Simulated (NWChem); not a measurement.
System: C$_{3}$H$_{3}$NOSi; SMILES C#C[SiH2]OC#N

```xyz
9

C      1.3644    -2.3989    -0.0781
C      0.4050    -1.6541    -0.0095
Si    -1.0245    -0.5367     0.1066
O     -0.5832     1.0021    -0.5115
C      0.3249     1.7851    -0.0671
N      1.1385     2.5220     0.3128
H      2.2156    -3.0555    -0.1395
H     -1.4436    -0.3567     1.5187
H     -2.1298    -0.9515    -0.7842
```
Atoms are numbered in this order, from 1.

Computed with NWChem. Pople sets run with spherical d functions. The geometry was optimised at PBE0/def2-SVP. B3LYP is NWChem's, with the RPA form of VWN correlation. GIAO values for the isolated, static molecule; σ is the absolute isotropic shielding, δ = σ(reference) − σ with the isolated reference molecule computed at the same levels (13C: tetramethylsilane, 1H: tetramethylsilane, 15N: ammonia, 29Si: tetramethylsilane).

Question: Predict the results for B3LYP/6-31G*. Quantities: δ C2 (ppm); δ Si3 (ppm); δ C5 (ppm); δ N6 (ppm); δ H7 (ppm); δ H8 (ppm); δ H9 (ppm).

Answer: 
* **δ C2 (ppm)**: 68.6
* **δ Si3 (ppm)**: -13.3
* **δ C5 (ppm)**: 94.3
* **δ N6 (ppm)**: 151.2
* **δ H7 (ppm)**: 2.68
* **δ H8 (ppm)**: 5.23
* **δ H9 (ppm)**: 4.89
